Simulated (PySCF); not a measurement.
PySCF input (CCSD(T)/cc-pVDZ):

```python
from pyscf import gto, scf, mp, cc as ccmod

mol = gto.M(
    atom='''
    C    -1.04781679    0.10932284   -0.37262433
    Si    0.55917462   -0.05617424    0.25288161
    H    -1.75364330   -0.72226473   -0.31024367
    H    -1.53931018    1.08500344   -0.38271922
    H     1.75140953   -0.23223646   -0.61163372
    ''',
    basis='cc-pvdz',
    charge=1,
    spin=0,
    verbose=4,
)

mf = scf.RHF(mol)
mf.conv_tol = 1e-10
mf.max_cycle = 100
mf.kernel()
mp2 = mp.MP2(mf, frozen=6).run()
cc = ccmod.CCSD(mf, frozen=6)
cc.max_cycle = 100
cc.kernel()
et = cc.ccsd_t()
print(f'E(CCSD(T)) = {cc.e_tot + et:.9f}')
```

End of the output:

```
Extra cycle  E= -328.15346797016  delta_E= -2.27e-13  |g|= 1.67e-07  |ddm|= 6.31e-07
converged SCF energy = -328.15346797016

******** <class 'pyscf.mp.mp2.RMP2'> ********
nocc = 5, nmo = 41
frozen orbitals 6
E(RMP2) = -328.362150204935  E_corr = -0.208682234774331
E(SCS-RMP2) = -328.369098487421  E_corr = -0.215630517260881
E_corr(same-spin) = -0.0401401897711334
E_corr(oppo-spin) = -0.168542045003197

******** <class 'pyscf.cc.ccsd.CCSD'> ********
CC2 = 0
CCSD nocc = 5, nmo = 41
frozen orbitals 6
max_cycle = 100
direct = 0
conv_tol = 1e-07
conv_tol_normt = 1e-05
diis_space = 6
diis_start_cycle = 0
diis_start_energy_diff = 1e+09
Init t2, MP2 energy = -328.362150206133  E_corr(MP2) -0.208682235972424
Init E_corr(CCSD) = -0.208682235972443
cycle = 1  E_corr(CCSD) = -0.22957306003442  dE = -0.0208908241  norm(t1,t2) = 0.0759658
cycle = 2  E_corr(CCSD) = -0.239935594463343  dE = -0.0103625344  norm(t1,t2) = 0.0351953
cycle = 3  E_corr(CCSD) = -0.243002390542425  dE = -0.00306679608  norm(t1,t2) = 0.0214889
cycle = 4  E_corr(CCSD) = -0.246240501317656  dE = -0.00323811078  norm(t1,t2) = 0.0104311
cycle = 5  E_corr(CCSD) = -0.245798827430197  dE = 0.000441673887  norm(t1,t2) = 0.00294937
cycle = 6  E_corr(CCSD) = -0.245760196438204  dE = 3.8630992e-05  norm(t1,t2) = 0.000881816
cycle = 7  E_corr(CCSD) = -0.245798619430941  dE = -3.84229927e-05  norm(t1,t2) = 0.000364909
cycle = 8  E_corr(CCSD) = -0.245793080766284  dE = 5.53866466e-06  norm(t1,t2) = 0.000123218
cycle = 9  E_corr(CCSD) = -0.245788631497428  dE = 4.44926886e-06  norm(t1,t2) = 6.44412e-05
cycle = 10  E_corr(CCSD) = -0.245791308280775  dE = -2.67678335e-06  norm(t1,t2) = 2.18463e-05
cycle = 11  E_corr(CCSD) = -0.245791811570274  dE = -5.032895e-07  norm(t1,t2) = 8.50131e-06
cycle = 12  E_corr(CCSD) = -0.245792072314732  dE = -2.60744458e-07  norm(t1,t2) = 3.04414e-06
cycle = 13  E_corr(CCSD) = -0.245791890815392  dE = 1.8149934e-07  norm(t1,t2) = 1.19777e-06
cycle = 14  E_corr(CCSD) = -0.245791845582073  dE = 4.52333188e-08  norm(t1,t2) = 4.50798e-07
CCSD converged
E(CCSD) = -328.3992598157423  E_corr = -0.2457918455820729
CCSD(T) correction = -0.0112279883481089
E(CCSD(T)) = -328.410487804
```
